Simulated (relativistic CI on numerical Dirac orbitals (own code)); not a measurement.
A reference radial Dirac CI calculation of Ce²³⁺ gave the lowest total energy -8615.14953 Ha in 50 SCF steps, from this input:

```
atom Ce  Z=58  charge=23  electrons=35
nucleus A=140  rms_radius_fm=4.8771
hamiltonian dirac-coulomb  breit=on  qed=on  c_scale=1
orbitals kli  potential=per-configuration
slater_scale 1
correlation none
mixing on
grid step=0.0125 r_max=6.2
scf mixing=0.4 start=green max_iterations=150 tolerance=2e-08 node_fill=0.05
configurations
  [Ar] 3d10 4s2 4p5
  [Ar] 3d10 4s 4p6
  [Ar] 3d10 4s2 4p4 4d
  [Ar] 3d10 4s2 4p3 4d2
  [Ar] 3d10 4s 4p5 4d
end
```

One setting was then changed (and the iteration limit cut to 70), and the output read:

```
SCF 1: [Ar] 3d10 4s2 4p5
 iter      energy (Ha)   residual   last orbital (Ha)
    1     -8506.662538   5.66e+00    -45.35129
    2     -8594.018552   3.01e+00    -36.90030
    3     -8626.697717   1.98e-01    -29.09335
    4     -8626.863706   1.44e-01    -29.25190
    5     -8626.938724   1.28e-03    -28.87905
    6     -8626.938804   5.76e-04    -28.88212
    7     -8626.938783   2.59e-05    -28.88139
    8     -8626.938784   5.36e-07    -28.88134
    9     -8626.938784   8.67e-07    -28.88134
   10     -8626.938784   5.65e-09    -28.88134
SCF 2: [Ar] 3d10 4s 4p6
 iter      energy (Ha)   residual   last orbital (Ha)
    1     -8502.772509   5.67e+00    -45.35129
    2     -8590.707904   3.01e+00    -36.84783
    3     -8623.507775   1.98e-01    -29.00681
    4     -8623.674956   1.43e-01    -29.16976
    5     -8623.748950   1.44e-03    -28.79327
    6     -8623.749026   6.10e-04    -28.79694
    7     -8623.749007   3.34e-05    -28.79628
    8     -8623.749009   7.74e-07    -28.79621
    9     -8623.749009   1.11e-06    -28.79621
   10     -8623.749009   5.73e-09    -28.79621
SCF 3: [Ar] 3d10 4s2 4p4 4d
 iter      energy (Ha)   residual   last orbital (Ha)
    1     -8501.446259   5.67e+00    -42.10215
    2     -8589.721999   3.01e+00    -33.12338
    3     -8622.576756   2.01e-01    -25.18699
    4     -8622.751122   1.47e-01    -25.37368
    5     -8622.828044   1.49e-03    -25.00012
    6     -8622.828123   6.61e-04    -25.00322
    7     -8622.828112   2.47e-05    -25.00287
    8     -8622.828113   1.48e-06    -25.00280
      ... 12 steps not shown
SCF 5: [Ar] 3d10 4s 4p5 4d
 iter      energy (Ha)   residual   last orbital (Ha)
    1     -8497.709958   5.67e+00    -42.10215
    2     -8586.545063   3.01e+00    -33.13157
    3     -8619.509790   2.00e-01    -25.22534
    4     -8619.685773   1.45e-01    -25.40967
    5     -8619.760593   1.49e-03    -25.03528
    6     -8619.760680   5.91e-04    -25.03877
    7     -8619.760670   3.62e-05    -25.03819
    8     -8619.760672   7.35e-07    -25.03812
    9     -8619.760672   1.26e-06    -25.03812
   10     -8619.760672   7.92e-09    -25.03812
orbital energies (Ha): 3s -75.5913  3p1/2 -70.0522  3p3/2 -66.7447  3d3/2 -57.1892  3d5/2 -56.4707  4s -31.9704  4p1/2 -29.7804  4p3/2 -28.8813
configuration averages (Ha): Dirac-Coulomb, Breit, QED
  4s2 4p5                      -8626.938784    7.311391    4.933436
  4s 4p6                       -8623.749009    7.315243    4.918630
  4s2 4p4 4d                   -8622.828113    7.296205    4.932204
  4s2 4p3 4d2                  -8618.636969    7.281129    4.930969
  4s 4p5 4d                    -8619.760672    7.300087    4.917398
levels: no., configuration, term, J, E (cm-1), weight
   1 4s2 4p5                2P*  3/2              0.0  0.97
   2 4s2 4p5                2P*  1/2         189509.8  0.96
   3 4s 4p6                 2S   1/2         682040.7  0.61
   4 4s2 4p4 4d             2D   5/2         730545.8  0.92
   5 4s2 4p4 4d             2P   3/2         758924.1  0.69
   6 4s2 4p4 4d             2D   3/2         829267.4  0.75
   7 4s2 4p4 4d             2D   5/2         851301.4  0.69
   8 4s2 4p4 4d             2P   1/2         862542.6  0.75
   9 4s2 4p4 4d             2F   7/2         874175.5  0.50
  10 4s2 4p4 4d             2F   5/2         889648.6  0.43
  11 4s2 4p4 4d             2D   3/2         906104.1  0.61
  12 4s2 4p4 4d             2P   1/2         916359.0  0.57
  13 4s2 4p4 4d             2D   3/2         922046.8  0.69
  14 4s2 4p4 4d             2F   7/2         931208.7  0.69
lowest total energy -8615.214922 Ha
end: converged
```

Which setting was changed?
A. charge
B. Slater scale
C. SCF mixing
D. Breit term

B. The Slater scale -1. This setting is bad on purpose; its numbers may not be properties of the ion.
